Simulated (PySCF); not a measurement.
C2H5ClGeO. Atoms are numbered in the order given.

```xyz
10

Cl    -2.0632    -0.4762     0.0000
Ge    -0.1025     0.4866     0.0000
C      1.3144    -0.3265     1.1470
O      2.1644    -0.4358     0.0000
C      1.3144    -0.3265    -1.1470
H     -0.3573     2.0092     0.0000
H      1.7945     0.2698     1.9385
H      1.0172    -1.3099     1.5560
H      1.0172    -1.3099    -1.5560
H      1.7945     0.2698    -1.9385
```

The structure is a stationary point at B3LYP-D3(BJ)/def2-SVP. The structure was generated by enumeration, and PubChem lists no compound with its InChIKey, so it may never have been made.

Vertical ionisation energy (IE) and electron affinity (EA) in eV. Rows of orbital energies are one-electron estimates. Where ΔSCF, EOM or ADC give a negative EA the extra electron is unbound and the value depends on the basis.

```tsv
level	IE	EA
−ε(HOMO), −ε(LUMO), HF/def2-TZVP (PySCF)	10.99	-3.15
−ε(HOMO), −ε(LUMO), PBE/def2-TZVP (PySCF)	6.07	1.15
```
